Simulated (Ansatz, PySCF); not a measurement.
Energy difference R1 + R2 → P1 + P2, each structure at its B3LYP-D3(BJ)/def2-TZVP stationary point, reached from a drawn start (curvature not checked).
R1, ILi (SMILES [Li][I]) (charge 0, multiplicity 1):
```xyz
2

Li     0.0000     0.0000    -1.1960
I      0.0000     0.0000     1.1960
```
R2: CsF (SMILES [F][Cs]), charge 0, multiplicity 1.
P1, FLi (SMILES [Li][F]) (charge 0, multiplicity 1, Z-matrix in Å and degrees):
```
Li
F 1 1.5615
```
P2, CsI (SMILES [I][Cs]) (charge 0, multiplicity 1, Z-matrix in Å and degrees):
```
Cs
I 1 3.3769
```

P less R. No zero-point or thermal terms; no spin–orbit coupling.

Run with Ansatz (Gaussian basis) for Hartree–Fock, density functionals and correlated methods; PySCF for M06-2X and the D3/D4 terms. No computed number here is a measurement. Elements past Kr take the def2 small-core potentials, without spin–orbit coupling.

| level | reaction energy (eV) |
|---|---|
| HF/def2-QZVPP | -0.666 |
| PBE-D4/def2-TZVPP | -0.479 |
| revPBE/def2-TZVPP | -0.475 |
| B3LYP-D3(BJ)/def2-TZVPP | -0.563 |
| B3LYP-D4/def2-TZVPP | -0.566 |
| PBE0-D3(BJ)/def2-TZVPP | -0.535 |
| PBE0-D4/def2-TZVPP | -0.537 |
| M06-2X/def2-TZVPP | ? |
| wB97M-V/def2-TZVPP | ? |

Task: Complete the blanks.

Result: 
- M06-2X/def2-TZVPP, reaction energy (eV): -0.589
- wB97M-V/def2-TZVPP, reaction energy (eV): -0.582

Ansatz is a program for electronic structure.
